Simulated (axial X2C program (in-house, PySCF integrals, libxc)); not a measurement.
Worked dissociation energy of LiSn⁺: MP2, without spin–orbit coupling

Calculated with an in-house relativistic program for diatomic molecules. Spin-free means the one-electron spin-free X2C Hamiltonian. Basis: Sn dyall-cv3z [11s12p9d4f1g], Li dyall-cv3z [7s8p2d] (cores contracted in-house); Gaussian nuclei, density fitting, unrestricted open shells. Masses: Sn 119.902 u, Li 7.016 u.

Molecular state: M_S = 1, Λ = 1 (beyond evenly filled blocks: σα, π+α).

Correlated methods: 14 electrons correlated (number of frozen shells: Sn 4 s, 3 p, 1 d; Li 1 s), 234 virtual spin orbitals or spinors in MP2.

```
E(Sn) (2M_S = 2, M_L = 1)  : -6174.343299 hartree
E(Li+) (2M_S = 0, M_L = 0) : -7.237072 hartree
E(LiSn⁺) at Re             : -6181.609685 hartree
ωe                         : 223.2 cm⁻¹
ωexe                       : 1.66 cm⁻¹
```

**Question.** Work out De and D0.

**Answer.** De = -6174.343299 + (-7.237072) − (-6181.609685) = 0.02931 hartree = 0.798 eV. The zero-point energy is ωe/2 − ωexe/4 = 111 cm⁻¹ = 0.014 eV, so D0 = 0.784 eV.

Occupations by symmetry block were frozen at the best pattern of an incomplete PBE0 search. De is counted from the lowest determinant-based energies of the atoms at the same level, without counterpoise correction. Other states lie close and PBE0, whose exact exchange favours high spin, may order them wrongly; the determinant shown need not be the ground state. The nearest other spin-free determinant of the search, M_S = 0, Λ = 0, lies 0.18 eV up at the distance of the search. Spin-free De lacks the spin–orbit lowering of the heavy p-block atom, a tenth of an eV or more for 4p and 5p, up to an eV for 6p and one to two eV for 7p atoms, less what an open-shell molecule gains itself.

Each atomic determinant is the lowest at this level and need not be a pure term. Totals compare only within one Hamiltonian and basis.
